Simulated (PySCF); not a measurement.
Ar(2+) (argon, charge +2): M06-L calculation

Configuration: [Ne] 3s2 3p4, high-spin 3P determinant. Calculation: PySCF 2.14, in cc-pVDZ-DK; scalar relativity by spin-free X2C-1e.

```json
{"Total energy": "-527.7296 hartree", "One-electron energy": "-712.2661 hartree", "Hartree (Coulomb) energy": "214.8079 hartree", "Exchange-correlation energy": "-30.2714 hartree", "⟨S²⟩": "2.0033", "⟨L²⟩": "2.008", "Sum of ⟨r⟩": "11.76 bohr", "Sum of ⟨r²⟩": "15.60 bohr²", "Traceless quadrupole moment −½Σ⟨3z² − r²⟩ along its main axis": "-1.06 e·bohr²", "Langevin diamagnetic susceptibility": "-12.4 ×10⁻⁶ cm³/mol", "Time after the integrals": "0.18 s of wall time on 1 thread of Neoverse-V1 (shared host)"}
```

| shell | electrons | mean orbital energy (eV) | spread (eV) | rms radius, mean of both spins (bohr) |
| --- | --- | --- | --- | --- |
| 1s α | 1 | -3164.1 | 0 | 0.0992 |
| 1s β | 1 | -3163.5 | 0 | 0.0992 |
| 2s α | 1 | -333.61 | 0 | 0.447 |
| 2s β | 1 | -333.27 | 0 | 0.447 |
| 2p α | 3 | -263.55 | 0.941 | 0.418 |
| 2p β | 3 | -262.88 | 0.451 | 0.418 |
| 3s α | 1 | -53.097 | 0 | 1.44 |
| 3s β | 1 | -49.113 | 0 | 1.44 |
| 3p α | 3 | -36.914 | 1.765 | 1.58 |
| 3p β | 1 | -34.150 | 0 | 1.58 |

Densities and radii are taken from the X2C orbitals without a picture-change correction, which distorts them close to the nucleus.
